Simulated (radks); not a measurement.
Valence configurations of the iron ion Fe+ (all share [Ar]). Method: non-relativistic Kohn-Sham, PBEsol, spin-unpolarised, spherical densities, point nucleus; computed with a radial shooting solver on a logarithmic mesh with Libxc functionals. Energies are relative to 3d6 4s1; eigenvalues in eV.

3d7: E (eV) -2.486; e(3d) -11.538
3d6.5 4s0.5: E (eV) -1.613; e(3d) -13.728; e(4s) -11.282
3d6 4s1: E (eV) 0.000; e(3d) -16.202; e(4s) -12.154
3d5.5 4s1.5: E (eV) 2.477; e(3d) -18.943; e(4s) -13.042
3d6 4p1: E (eV) 4.913; e(3d) -17.571; e(4p) -8.035
3d5 4s2: E (eV) 5.942; e(3d) -21.931; e(4s) -13.933
3d5.5 4s0.5 4p1: E (eV) 7.664; e(3d) -20.297; e(4p) -8.610; e(4s) -13.841
3d5 4s1 4p1: E (eV) 11.409; e(3d) -23.264; e(4p) -9.184; e(4s) -14.699
3d4 4s2 4p1: E (eV) 22.340; e(3d) -29.854; e(4p) -10.332; e(4s) -16.417
3d4 4s1 4p2: E (eV) 28.472; e(3d) -31.076; e(4p) -10.895; e(4s) -17.073

NIST lists [Ar] 3d6 4s1 as the ground configuration; this level of theory puts 3d7 lower, by 2.486 eV. The energies are those of spherical spin-averaged densities, not of single terms.
